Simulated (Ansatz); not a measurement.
C2H2FInS, SMILES `FC1=[CH][InH][S]1` at its PBE0-D4/def2-TZVP geometry, where that method's forces vanish. The species carries charge 0 and has multiplicity 1. In takes the def2 core potential.

```xyz
7

F     1.4764   -1.5870   -0.9889
C     0.5789   -0.8052   -0.3978
C     0.6671    0.5349   -0.3786
In   -1.0928    0.7953    0.7113
S    -0.7693   -1.6507    0.3798
H     1.4676    1.0990   -0.8369
H    -2.3280    1.6137    1.5111
```

Task: What forces (eV/Å) does PBE-D4/def2-TZVPP give on these atoms in Ansatz? (Best estimate.)

Result: Computed: 
```
F1   0.528 -0.459 -0.348
C2  -0.341 -0.098  0.203
C3   0.107  0.514 -0.037
In4 -0.108  0.236  0.079
S5  -0.230 -0.400  0.119
H6   0.153  0.158 -0.085
H7  -0.110  0.048  0.070
```
